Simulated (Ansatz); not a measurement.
System: CH₂S, charge 0, singlet. CH2S (SMILES C=S).
B3LYP-D3(BJ)/def2-TZVP minimum from Ansatz (an electronic-structure program):
```
C
H 1 1.0888
H 1 1.0888 2 115.51
S 1 1.6055 2 122.25 3 -180.00
```
Charge 0, spin multiplicity 1.

Quantity: atomisation energy (electronic, to ground-state atoms), in kcal/mol. Radicals and triplets start from unrestricted determinants; spin-orbit coupling is neglected. CBS(X,Y): correlation extrapolated as X^-3, Hartree-Fock from the larger set (Q,5: extrapolated as (X+1)exp(-9√X)). A bracket is a step between two methods taken in the basis named. The functionals are non-relativistic, so their misses hold any scalar relativity. Double hybrids freeze cores in their MP2 part. 'core' is core correlation in cc-pwCVTZ (1s frozen past Ne), 'X2C' scalar relativity in cc-pVTZ-DK, both at CCSD(T). Where a partner has so few electrons that a lower coupled-cluster level is exact, that level stands in. The restricted determinant of CH2S (C=S, singlet) is unstable towards broken spin symmetry in at least one set run.

CCSD(T)/CBS(cc-pV(Q+d)Z,cc-pV(5+d)Z) + [CCSDT(Q) - CCSD(T)]/cc-pV(Q+d)Z + [CCSDTQ - CCSDT(Q)]/cc-pV(D+d)Z + core + X2C (Ansatz) gives 326.1 kcal/mol.

Question: How far off this value is PBE/def2-TZVPD (Ansatz), in which direction, and which of these levels come nearer: r2SCAN/def2-TZVPD, B3LYP/def2-TZVPD, PBE0/def2-TZVPD, wB97M-V/def2-TZVPD, B2PLYP/def2-TZVPD, CCSD(T)/CBS(cc-pV(Q+d)Z,cc-pV(5+d)Z) + core + X2C?

Answer: PBE gives 332.9 kcal/mol, 6.8 kcal/mol above it. Differences of the others: r2SCAN/def2-TZVPD (Ansatz) -1.7; B3LYP/def2-TZVPD (Ansatz) -3.5; PBE0/def2-TZVPD (Ansatz) -2.0; wB97M-V/def2-TZVPD (Ansatz) 0.0; B2PLYP/def2-TZVPD (Ansatz) -5.6; CCSD(T)/CBS(cc-pV(Q+d)Z,cc-pV(5+d)Z) + core + X2C (Ansatz) -0.2 kcal/mol. Nearer than PBE: r2SCAN/def2-TZVPD, B3LYP/def2-TZVPD, PBE0/def2-TZVPD, wB97M-V/def2-TZVPD, B2PLYP/def2-TZVPD, CCSD(T)/CBS(cc-pV(Q+d)Z,cc-pV(5+d)Z) + core + X2C.
